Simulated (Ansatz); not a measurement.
Consider the redistribution: `N[SiH2]N[SiH](N)Cl` + `F[SiH]([SiH3])S` → `N[SiH2][SiH](F)S` + `N[SiH](Cl)N[SiH3]`.

Calculated with Ansatz (gas phase, PBE0-D4/def2-TZVP geometries, no zero-point term in ΔE). CCSD(T)/CBS adds triple-zeta CCSD(T) − MP2 to the extrapolated MP2 energy (def2 sets, frozen cores). DFT in def2-TZVPP. B3LYP here is the variant with VWN-RPA as its local correlation; programs differ in this. Each species was taken in one conformer, which may not be the lowest.

| level | ΔE (kcal/mol) | difference from CCSD(T)/CBS |
| --- | --- | --- |
| PBE-D4 | 6.2 | -0.1 |
| r2SCAN-D4 | 6.7 | 0.4 |
| PBE0-D4 | 6.3 | 0.0 |
| B3LYP-D4 | 6.3 | 0.0 |
| ωB97X-V | 6.1 | -0.2 |
| ωB97M-V | 6.3 | 0.0 |
| B2PLYP | 6.3 | 0.0 |
| PBE | 6.1 | -0.2 |
| r2SCAN | 6.6 | 0.3 |
| PBE0 | 6.3 | 0.0 |
| B3LYP | 6.4 | 0.1 |
| HF/def2-TZVPP | 6.5 | 0.2 |
| MP2/def2-TZVPP | 6.1 | -0.2 |
| SCS-MP2/def2-TZVPP | 6.0 | -0.3 |
| CCSD/def2-TZVPP | 6.5 | 0.2 |
| CCSD(T)/def2-TZVPP | 6.5 | 0.2 |
| HF/def2-QZVPP | 6.5 | 0.2 |
| MP2/def2-QZVPP | 6.0 | -0.3 |
| SCS-MP2/def2-QZVPP | 5.9 | -0.4 |
| HF/CBS(def2) | 6.5 | 0.2 |
| MP2/CBS(def2) | 5.9 | -0.4 |
| CCSD/CBS(def2) | 6.3 | 0.0 |
| CCSD(T)/CBS | 6.3 | 0 |

Largest T1 diagnostic among the species: 0.013.
